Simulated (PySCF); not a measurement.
## Run times: platinum in x2c-SVPall-2c with one added diffuse shell each of s, d type

Measured wall times of calculations with PySCF 2.14 in x2c-SVPall-2c with one added diffuse shell each of s, d type (8s9p10d2f, 99 functions), with two-component X2C-1e, run from one Python driver. Hardware: 1 thread of Neoverse-V2 on a shared host, 1.3 GiB allowed. The two-electron integrals over 99 functions were computed once and kept in memory (9.5 CPU seconds with the set-up); the times below exclude them.

Launch command (the driver calls PySCF for each step listed in the task file):

```bash
OMP_NUM_THREADS=1 python sorun2.py TASK.json OUT
```

| species | step | iterations | wall time (s) |
| --- | --- | --- | --- |
| Pt³⁺ [Xe] 4f14 5d7 | GHF, spin-free | 8 | 3.8 |
| Pt³⁺ [Xe] 4f14 5d7 | GMP2 (15 electrons), spin-free |  | 1.2 |
| Pt³⁺ [Xe] 4f14 5d7 | GHF, screened spin-orbit | 13 | 10 |
| Pt³⁺ [Xe] 4f14 5d7 | GMP2 (15 electrons), screened spin-orbit |  | 0.68 |
| Pt³⁺ [Xe] 4f14 5d6 6s1 | GHF, spin-free | 6 | 3.1 |
| Pt³⁺ [Xe] 4f14 5d6 6s1 | GMP2 (15 electrons), spin-free |  | 0.68 |
| Pt³⁺ [Xe] 4f14 5d6 6s1 | GMP2 (15 electrons), screened spin-orbit |  | 0.68 |

Question: Roughly how long does GHF, screened spin-orbit take for Pt³⁺ [Xe] 4f14 5d6 6s1 here?

Answer: About 13 s.

Peak memory of the process: 0.46 GiB. Times on a shared host vary from run to run.
